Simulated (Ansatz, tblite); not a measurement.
Removing and adding an electron: SnHMe2(nBu) (C6H16Sn). Charge 0, multiplicity 1. Geometry: r2SCAN-D4/def2-SVP. Ansatz, gas phase; energy differences of separate SCF runs; the oxidised species was run as a doublet alone; the reduced species was run as a doublet alone.

| atom | x (Å) | y (Å) | z (Å) |
| --- | --- | --- | --- |
| Sn1 | 1.231 | 0.395 | -1.329 |
| H2 | 1.981 | -1.106 | -1.746 |
| C3 | 0.621 | 1.424 | -3.130 |
| H4 | 1.494 | 1.638 | -3.764 |
| H5 | 0.132 | 2.376 | -2.872 |
| H6 | -0.088 | 0.809 | -3.704 |
| C7 | 2.644 | 1.620 | -0.242 |
| H8 | 2.959 | 1.117 | 0.685 |
| H9 | 2.181 | 2.583 | 0.020 |
| H10 | 3.537 | 1.814 | -0.855 |
| C11 | -0.489 | 0.004 | -0.062 |
| C12 | -0.146 | -0.793 | 1.198 |
| C13 | -1.322 | -0.989 | 2.164 |
| C14 | -2.484 | -1.788 | 1.584 |
| H15 | -0.927 | 0.984 | 0.204 |
| H16 | -1.242 | -0.519 | -0.677 |
| H17 | 0.252 | -1.786 | 0.914 |
| H18 | 0.672 | -0.290 | 1.746 |
| H19 | -0.950 | -1.495 | 3.074 |
| H20 | -1.683 | 0.003 | 2.496 |
| H21 | -3.274 | -1.949 | 2.334 |
| H22 | -2.947 | -1.274 | 0.726 |
| H23 | -2.150 | -2.780 | 1.234 |

In the def2 sets Sn takes a core potential; there is no spin–orbit coupling. The xTB rows come from tblite. HOMO above LUMO, or a gap near zero within one spin, warns that the state may not be the lowest or that an electron is smeared out.

| level | −HOMO (eV) | vertical IE (eV) | −LUMO (eV) | vertical EA (eV) | HOMO–LUMO gap (eV) | IE − EA (eV) | remarks |
| --- | --- | --- | --- | --- | --- | --- | --- |
| GFN1-xTB | 11.51 | 13.99 | 5.86 | 3.34 | 5.64 | 10.66 | – |
| PBE-D4/def2-SVP | 6.12 | – | -0.29 | -2.11 | 6.42 | – | HOMO above zero (-1 doublet) |
| BLYP-D4/def2-TZVP | 6.04 | 8.66 | 0.15 | – | 5.89 | – | gap within one spin near zero (+1 doublet) |
| PBE0-D4/def2-SVP | 7.31 | – | -1.19 | -2.46 | 8.50 | – | HOMO above zero (-1 doublet) |

Task: Estimate the rows for GFN2-xTB, PBE-D4/def2-TZVP, PBE0-D4/def2-TZVP.

Result: 
| level | −HOMO (eV) | vertical IE (eV) | −LUMO (eV) | vertical EA (eV) | HOMO–LUMO gap (eV) | IE − EA (eV) | remarks |
| --- | --- | --- | --- | --- | --- | --- | --- |
| GFN2-xTB | 10.73 | 13.13 | 5.31 | 2.70 | 5.42 | 10.43 | – |
| PBE-D4/def2-TZVP | 6.18 | 8.74 | 0.15 | – | 6.03 | – | gap within one spin near zero (+1 doublet) |
| PBE0-D4/def2-TZVP | 7.32 | 9.00 | -0.67 | – | 7.98 | – | – |

   A HOMO above zero means that the electron is unbound at that level or that self-interaction error raises the level; the energy of removing that electron tells which. Raw xTB energy differences between charge states are shifted by several eV; the methods need an empirical correction for them. Sets without diffuse functions give affinities that are too small. A negative affinity means that the extra electron isn't bound; its size then hangs on the basis.
